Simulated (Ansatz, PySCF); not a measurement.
Stretching the H–H spacing in H8 chain (multiplicity 1 held). Energies count from the point at 0.900 Å.
Geometry at that point (charge 0, multiplicity 1):
```tsv
atom	x (Å)	y (Å)	z (Å)
H	0.0000	0.0000	0.0000
H	0.0000	0.0000	0.9000
H	0.0000	0.0000	1.8000
H	0.0000	0.0000	2.7000
H	0.0000	0.0000	3.6000
H	0.0000	0.0000	4.5000
H	0.0000	0.0000	5.4000
H	0.0000	0.0000	6.3000
```

Unrestricted levels (U-) break spin symmetry where that is lower. Active spaces are followed from rest. Curves can end on different states.

Rows in 6-31G* carry no dispersion term and start afresh at each structure (6-31G* with six Cartesian d functions).

Codes used: Ansatz (a first-principles code) with Gaussian orbitals; PySCF for 6-31G* rows. Each number belongs to the level named beside it.

One of these levels gives 8.593 eV for the energy at R = 3.600 Å. Which one is it?
A) U-HF/6-31G*
B) CASSCF(8,8)/cc-pVTZ
C) U-wB97X-V/cc-pVTZ

A, U-HF/6-31G*. The others give 14.207 (U-wB97X-V/cc-pVTZ), 11.401 (CASSCF(8,8)/cc-pVTZ)

Doubts at one or more of the structures used: a spin-contaminated determinant (U-HF/6-31G*, U-wB97X-V/cc-pVTZ).
